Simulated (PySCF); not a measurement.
How methods differ on the excitation energy of Ga⁺

Ga⁺ [Ar] 3d10 4s2 (1S) → Ga⁺ [Ar] 3d9 4s2 5s1 (3D), as a difference of total energies. Computed with PySCF 2.14 in aug-cc-pV5Z-PP with ECP10MDF (8s7p6d4f3g2h, 136 functions), with a scalar-relativistic core potential. The calculations carry no spin-orbit coupling.

```csv
method,excitation energy (cm⁻¹)
UHF,215230
LDA,236280
PBE,230950
PBE0,229240
r2SCAN,229320
PW91,231250
```

The upper state lies above the first ionisation limit, where it may autoionise and the basis confines it. A Rydberg-like electron needs more diffuse functions than a valence basis has.

The promoted electron is Rydberg-like, and one or two diffuse shells describe it only roughly, which tends to raise the upper state.
